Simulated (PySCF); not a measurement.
How exact exchange moves a shielding

Molecule: SMILES C=C(F)B(O)O, C2H4BFO2.

Mapped SMILES: `[CH2:1]=[C:2]([F:3])[B:4]([OH:5])[OH:6]` (H(Xn): hydrogen on atom n). Ha(C1) is cis to F3; Hb(C1) is trans to F3.

GIAO shieldings (ppm, equivalent atoms averaged) in PySCF 2.14.0 with density-fitted response routines on the PBE0-D3(BJ)/def2-SVP geometry, basis pcSseg-2, gas phase, non-relativistic:

```csv
functional,exact exchange (%),σ(C2),σ(F3),σ(B4),σ(O5/O6)
BLYP,0,-5.7,262.6,69.4,205.1
BP86,0,-0.1,262.3,72.1,206.4
PBE,0,-0.4,259.8,71.5,205.8
PBE0,25,4.9,287.1,76.0,217.3
mPW1PW91,25,4.2,288.1,75.9,217.3
BHandHLYP,50,5.4,313.0,78.7,226.6
HF,100,18.2,350.0,88.9,244.0
```

(1) Fit each shielding as a line in the percentage of exact exchange.

(2) What does the line predict for B3LYP (20 %), and what does the run give?

Answers

(1) σ(C2) = -1.8 + 0.19 x (rms 2.1 ppm); σ(F3) = 263.3 + 0.90 x (rms 2.8 ppm); σ(B4) = 71.1 + 0.18 x (rms 0.9 ppm); σ(O5/O6) = 206.5 + 0.39 x (rms 1.0 ppm). The functionals also differ in their semilocal parts, which the line can't hold; Hartree–Fock has no correlation at all.

(2) σ(C2): 2.0 predicted, -1.4 computed; σ(F3): 281.3 predicted, 284.7 computed; σ(B4): 74.7 predicted, 73.1 computed; σ(O5/O6): 214.3 predicted, 214.4 computed ppm.
